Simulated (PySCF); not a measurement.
**Electron correlation in F⁻ (fluorine, charge -1)**

[Ne], closed-shell 1S. Calculation: PySCF 2.14, in aug-cc-pVQZ; the non-relativistic Hamiltonian (point nucleus). Frozen: 1s2; 8 electrons correlated.

MP2 pair energies summed by pair of shells (mhartree):

```tsv
pair	energy	share (%)
2p-2p	-220.90	69.7
2s-2p	-84.70	26.7
2s-2s	-11.34	3.6
```

Total MP2 correlation energy: -316.94 mhartree.

Same-spin part -81.11 and opposite-spin part -235.84 mhartree; SCS-MP2 scales them by 1/3 and 6/5 to -310.04 mhartree.
